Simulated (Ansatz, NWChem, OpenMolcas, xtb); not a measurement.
**How methods differ on AgI (SMILES [Ag][I])**

AgI has 2 atoms, charge 0, and is taken as a singlet. SMILES: `[Ag][I]`. The bond length is the measured one.

```xyz
2

Ag    0.0000    0.0000    0.0000
I     0.0000    0.0000    2.5446
```

Quantity: the electronic atomisation energy, in eV. The values are calculated. Electronic energies at fixed atoms, without zero-point motion or spin-orbit coupling.

```json
{"level": "GFN0-xTB", "kind": "semi-empirical", "program": "xtb", "value (eV)": "4.52", "CPU time (all runs)": "under 2 s"}
{"level": "HF/def2-TZVPPD (core potential)", "kind": "Hartree–Fock", "program": "OpenMolcas", "value (eV)": "1.73", "CPU time (all runs)": "21 s"}
{"level": "SVWN5/def2-TZVPPD (core potential)", "kind": "LDA", "program": "OpenMolcas", "value (eV)": "3.19", "CPU time (all runs)": "32 s"}
{"level": "BLYP/def2-TZVPPD (core potential)", "kind": "GGA", "program": "Ansatz", "value (eV)": "2.39", "CPU time (all runs)": "14 s"}
{"level": "TPSS/def2-TZVPPD (core potential)", "kind": "meta-GGA", "program": "NWChem", "value (eV)": "2.67", "CPU time (all runs)": "80 s"}
{"level": "B3LYP/def2-TZVPPD (core potential)", "kind": "global hybrid", "program": "NWChem", "value (eV)": "2.41", "CPU time (all runs)": "54 s"}
{"level": "CAM-B3LYP/def2-TZVPPD (core potential)", "kind": "range-separated hybrid", "program": "NWChem", "value (eV)": "2.46", "CPU time (all runs)": "3.3 min"}
{"level": "wB97X/def2-TZVPPD (core potential)", "kind": "range-separated hybrid", "program": "NWChem", "value (eV)": "2.72", "CPU time (all runs)": "5 min"}
{"level": "B2PLYP/def2-TZVPPD (core potential)", "kind": "double hybrid", "program": "NWChem", "value (eV)": "2.52", "CPU time (all runs)": "67 s"}
{"level": "CCSD/def2-TZVPPD (core potential)", "kind": "coupled cluster or CI", "program": "NWChem", "value (eV)": "2.44", "CPU time (all runs)": "8.8 min"}
```

The values span 1.73 to 4.52 eV. The xTB rows lack spin polarisation, so open shells miss the exchange term that lowers them. In the correlated wave-function rows the outer d shell of I is correlated, in sets not made for it. Times are those of the runs behind each value, whatever else they computed, on shared processors of several kinds: orders of magnitude only.
